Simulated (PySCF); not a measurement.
Si(F)2(H)(nPr) (C3H8F2Si), SMILES CCC[SiH](F)F.

Coordinates come from a PBE-D3(BJ)/def2-SVP optimisation. Other conformers were not sampled.

The numbers are results of PBE/def2-TZVP run with PySCF, not measurements.

Gas-phase values at a fixed geometry.

Computed frontier levels, gap, dipole moment and polarisability:
| Property | Result |
|---|---|
| highest occupied level | -7.36 eV |
| lowest empty level | -0.40 eV |
| orbital gap | 6.96 eV |
| dipole moment | 2.44 D |
| quadrupole, principal values (traceless, Buckingham form, about the centre of nuclear charge) | -3.05, -0.52, 3.56 D·Å |
| mean static polarisability | 62.1 bohr³ (9.21 Å³) |
| polarisability, principal values | 56.0, 61.2, 69.2 bohr³ |
